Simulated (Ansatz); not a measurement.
One elementary step

Start structure (AlH2BrF2, closed shell), relaxed at PBE0-D4/def2-TZVP:

Al1  (-0.055, -0.624, 0.209)
Br2  (2.165, -0.809, 0.158)
F3  (-0.953, -1.146, -1.055)
F4  (-0.817, -0.263, 1.612)
H5  (0.208, 1.427, -0.483)
H6  (-0.548, 1.414, -0.440)
(Å)

The step: AlBrF₂ ([F][Al]([F])[Br]) + H₂ → AlHF₂ ([F][AlH][F]) + HBr (still joined by a long Al–Br bond); bonds formed: Al1–H6, Br2–H5; bonds broken: H5–H6; bonds weakened to dative contacts: Al1–Br2. Ansatz 0.2.0; basis: def2-TZVPP and def2-QZVPP; cores frozen in the correlated methods. Filled d shells of the heavier atoms are correlated. The def2 sets are not built for correlating such inner shells, so the correlated values are less sure here. Extrapolation: Hartree–Fock as exp(−7.88 √X), correlation as X^−2.97. Energies below are by CCSD(T) at an estimated basis limit (MP2 extrapolated from triple and quadruple zeta, plus CCSD(T) − MP2 in triple zeta).

Q: What are the electronic barrier and the energy of the step, from the start structure to the end structure? (An estimate is asked for; the value comes from the calculation.)

A: The calculation gives: Barrier 36.87 kcal/mol; step energy 27.40 kcal/mol (uphill); reverse barrier, their difference, 9.46 kcal/mol. Barrier and step energy count from the start structure, the reverse barrier from the end structure.

The saddle point: One imaginary mode of 572i cm⁻¹.
| pair | start (Å) | saddle (Å) | end (Å) |
| --- | --- | --- | --- |
| Al1–H6 | 2.20 | 1.63 | 1.57 |
| Br2–H5 | 3.04 | 1.55 | 1.43 |
| Al1–Br2 | 2.23 | 2.57 | 2.75 |
| H5–H6 | 0.76 | 1.36 | 3.03 |

Zero-point energy (harmonic, PBE0-D4): ZPE is 12.48 kcal/mol at the start and 11.81 kcal/mol at the saddle, so the barrier goes from 36.87 to 36.20 kcal/mol.

The T1 diagnostic stays at or below 0.011. The start structure is not quite a true minimum (one mode of 37i cm⁻¹). The end structure is not quite a true minimum (one mode of 83i cm⁻¹).

Labels in which every atom is bracketed show which atoms are joined, not bond orders.

For scale, one of the runs: CCSD(T)/def2-TZVPP, 180 basis functions, launched by `ansatz run in.yaml --threads 4 --pin off --events-out ev --progress --plain --max-ram 9574MiB`. Time: 50 s of wall clock on 4 CPU threads of an Arm Neoverse V1; the host was shared. Peak host memory: 1.8 GiB.
